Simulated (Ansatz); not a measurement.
Job for Ansatz (a quantum-chemistry and plane-wave program): R-SVWN5/def2-TZVPP on SiH4 (SMILES [SiH4]).

Ansatz 0.2 input:
```yaml
crystal:
  periodic: [false, false, false]
  atoms:
    - {symbol: Si, position_ang: [-0.00000015, -0.00000044, 0.00000113]}
    - {symbol: H, position_ang: [-0.82825702, -1.19610627, -0.27295409]}
    - {symbol: H, position_ang: [1.36101042, -0.20770974, -0.54377167]}
    - {symbol: H, position_ang: [0.08097323, 0.22107289, 1.46142328]}
    - {symbol: H, position_ang: [-0.61372648, 1.18274356, -0.64469865]}
basis:
  gaussian:
    orbitals: def2-TZVPP
hamiltonian:
  xc: {name: SVWN5}
scf: {lower_state_search: off}
```

Output:

```
WARN ansatz: RAYON_NUM_THREADS=1 ignored (pool sized by the plan → 1); use --threads N
Functional definition: SVWN5
these checks for a lower state are left out or cut short: stability, starts, cluster_reference, orbital_swaps, neighbouring_geometries, increment
integrals: 0.02 GiB planned
524 factors; their error is unknown
mean field: 0.19 GiB planned
mean field evaluation 1: about -7908.6607 eV, gradient 1.6e1 eV
mean field evaluation 2: about -7909.3009 eV, gradient 1.0e1 eV
mean field evaluation 4: about -7909.6794 eV, gradient 1.6e-1 eV
mean field evaluation 8: about -7909.6636 eV, gradient 1.1e-1 eV
mean field -7909.66357451 eV, -290.6747750007 hartree, gradient 5.2e-6 eV, S^2 0.000000; 0 other end points of the search recorded, 0 dependent functions left out
reference -7909.66360656 eV, -290.6747761787 hartree; 9, 9 occupied and 89, 89 virtual orbitals, 524 factors
Total energy: -7909.66360656 eV, -290.6747761787 hartree
Checks for a lower state left out: stability, starts, cluster_reference, orbital_swaps, neighbouring_geometries, increment
```

The run converged.

Cost: about 0.21 core-seconds (a rough figure).
